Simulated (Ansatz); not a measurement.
Relaxation of CH6ClGeNO2 (12 atoms, charge 0, multiplicity 1), to a largest force component of 0.015 eV/Å in at most 40 steps.

All numbers below come from RKS PBE0-D4/def2-SVP in Ansatz 0.2.0.

```xyz
12
Properties=species:S:1:pos:R:3
C -0.336 -1.161 -1.165
O -1.140 -0.040 -0.687
Ge -0.127 0.909 0.429
N 1.467 1.509 -0.402
O -1.012 2.411 0.947
Cl 0.363 -0.256 2.187
H 0.536 -0.764 -1.733
H -0.977 -1.674 -1.892
H -0.088 -1.791 -0.315
H 1.252 2.173 -1.116
H 1.822 0.592 -0.952
H -1.801 2.083 1.398
```

Q: Where does it end, and by what steps?

A: It converged. The force dipped under the threshold on the way, but the program's further checks kept it going. After 13 steps the energy has fallen by 0.682 eV; H11 moved furthest, 1.02 Å.

```json
{"step": "0", "energy less start (eV)": "0.0000", "largest force component (eV/Å)": "4.254", "accepted": "yes"}
{"step": "1", "energy less start (eV)": "-0.4619", "largest force component (eV/Å)": "1.377", "accepted": "yes"}
{"step": "2", "energy less start (eV)": "-0.5929", "largest force component (eV/Å)": "0.495", "accepted": "yes"}
{"step": "3", "energy less start (eV)": "-0.6331", "largest force component (eV/Å)": "0.211", "accepted": "yes"}
{"step": "4", "energy less start (eV)": "-0.6402", "largest force component (eV/Å)": "0.675", "accepted": "yes"}
{"step": "5", "energy less start (eV)": "-0.6545", "largest force component (eV/Å)": "0.232", "accepted": "yes"}
{"step": "6", "energy less start (eV)": "-0.6718", "largest force component (eV/Å)": "0.199", "accepted": "yes"}
{"step": "7", "energy less start (eV)": "-0.6770", "largest force component (eV/Å)": "0.380", "accepted": "yes"}
{"step": "8", "energy less start (eV)": "-0.6795", "largest force component (eV/Å)": "0.116", "accepted": "yes"}
{"step": "9", "energy less start (eV)": "-0.6811", "largest force component (eV/Å)": "0.034", "accepted": "yes"}
{"step": "10", "energy less start (eV)": "-0.6817", "largest force component (eV/Å)": "0.020", "accepted": "yes"}
{"step": "11", "energy less start (eV)": "-0.6818", "largest force component (eV/Å)": "0.015", "accepted": "yes"}
{"step": "12", "energy less start (eV)": "-0.6819", "largest force component (eV/Å)": "0.014", "accepted": "yes"}
{"step": "13", "energy less start (eV)": "-0.6819", "largest force component (eV/Å)": "0.011", "accepted": "yes"}
```

```xyz
12
Properties=species:S:1:pos:R:3
C -0.574 -1.237 -1.170
O -1.010 -0.010 -0.644
Ge 0.025 0.976 0.394
N 1.478 1.736 -0.330
O -1.051 2.230 0.964
Cl 0.752 -0.308 1.966
H 0.290 -1.117 -1.850
H -1.400 -1.678 -1.749
H -0.289 -1.951 -0.377
H 1.360 2.241 -1.203
H 2.338 1.200 -0.312
H -1.960 1.910 1.012
```

Time of the run: 64 s on 2 threads of Intel(R) Xeon(R) Platinum 8488C (Sapphire Rapids), with other jobs on the host, peak memory 0.41 GiB.
